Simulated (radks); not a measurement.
Values are calculated unless marked as measured or tabulated.
Spherical quantum dot in the effective-mass picture: electrons in a hard-walled sphere of radius 3.28, all in effective atomic units (hartree* = m*/eps^2 hartree, bohr* = eps/m* bohr), one dielectric constant everywhere. Level of theory: non-relativistic Kohn-Sham, PBE, spin-polarised, spherical densities (a radial shooting solver with Libxc functionals). Levels are named by radial order and angular momentum (1s, 1p, 1d, 2s, ...), and open shells are averaged over m. Results are scaled to m* = 0.105 and eps = 8.1, for which hartree* = 43.55 meV and bohr* = 4.082 nm.

N = 4, configuration 1s2 1p(up 2, down 0). This is the lowest configuration that the search found. Occupied and some empty levels:

| level | occupation | eigenvalue (meV) | <r> (nm) |
|---|---|---|---|
| 1s up | 1 | 84.681 | 7.473 |
| 1s down | 1 | 88.376 | 7.325 |
| 1p up | 2 | 101.23 | 8.334 |
| 1p down | 0 | 105.68 | 8.288 |
| 1d up | 0 | 124.92 | 8.912 |
| 1d down | 0 | 129.67 | 8.901 |
| 2s up | 0 | 147.28 | 6.415 |
| 2s down | 0 | 148.83 | 6.456 |
| 1f up | 0 | 154.74 | 9.340 |
| 1f down | 0 | 159.58 | 9.344 |

Energy (meV): total 230.426, kinetic 125.94, external 0, Hartree 162.21, exchange-correlation -57.726.
